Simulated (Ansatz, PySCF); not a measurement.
HBe, charge +1, singlet, at a GFN2-xTB geometry (such geometries of metal compounds can be far from the true shape). Base run: CASSCF(2,2)/cc-pVDZ run with PySCF.

PySCF was given this input:
```python
from pyscf import gto, scf, mcscf
import numpy

mol = gto.Mole()
mol.atom = '''
    Be   -0.000000   -0.000000   -0.279547
    H     0.000000    0.000000    1.118188
'''
mol.basis = 'cc-pvdz'
mol.charge = 1
mol.spin = 0
mol.verbose = 3
mol.build()

mf = scf.RHF(mol)
mf.kernel()
mc = mcscf.CASSCF(mf, 2, 2)
mc.fix_spin_(ss=0.0)
mc.kernel()
occ = numpy.linalg.eigvalsh(mc.fcisolver.make_rdm1(mc.ci, mc.ncas, mc.nelecas))[::-1]
ss = mc.fcisolver.spin_square(mc.ci, mc.ncas, mc.nelecas)[0]
print('natural occupations', occ.round(4), ' <S^2>', round(ss, 4))
```

Programs used: Ansatz (a quantum-chemistry and plane-wave program), PySCF; a row that names a program was run with it.

The base run was repeated with changes; each row names its change, and settings that it needs were set with it.

```tsv
change	ΔE vs base (mEh)	natural occupations	<S^2> of the state
base	0.000	1.96 0.04	0.00
code = ansatz; correction = SC-NEVPT2, all electrons	-10.099	-	-
start = MP2 natural orbitals	0.000	1.96 0.04	0.00
active space = 4 electrons, 5 orbitals	-11.795	2.00 1.94 0.04 0.01 0.01	0.00
fix_spin_ = off	0.000	1.96 0.04	0.00
conv_tol = 1e-5	0.000	1.96 0.04	0.00
orbitals = fixed (CASCI); correction = SC-NEVPT2	-4.814	1.99 0.01	0.00
solver = newton	0.000	1.96 0.04	0.00
active space = 2 electrons, 4 orbitals	-11.713	1.94 0.04 0.01 0.01	0.00
active space = 4 electrons, 4 orbitals	-6.053	2.00 1.95 0.04 0.01	0.00
state_average = 2 states	18.780	-	-
```

Active orbitals are taken around the Fermi level unless the row says otherwise; CASSCF can end in different local minima, and two programs can end on different orbitals. State-averaged rows give the lowest state.
